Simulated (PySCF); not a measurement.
C3H8FNSi, SMILES F[SiH2]/C=N/CC.

Geometry: PBE0-D3(BJ)/def2-SVP. The structure was generated by enumeration; whether it is a known compound was not checked. One conformer was computed; it need not be the lowest.

The numbers are results of PySCF with PBE/def2-TZVP, not measurements.

Gas-phase values at a fixed geometry.

```
Item                                                                                                            Value
---------------------------------------------------------------------------------------------  ----------------------
total energy                                                                                       -562.89720 hartree
highest occupied level                                                                                       -5.98 eV
lowest empty level                                                                                           -2.19 eV
orbital gap                                                                                                   3.79 eV
dipole moment                                                                                                  1.94 D
quadrupole, principal values (traceless, Buckingham form, about the centre of nuclear charge)   -5.23, 1.12, 4.11 D·Å
mean static polarisability                                                                      74.3 bohr³ (11.01 Å³)
polarisability, principal values                                                               59.2, 66.6, 97.3 bohr³
```
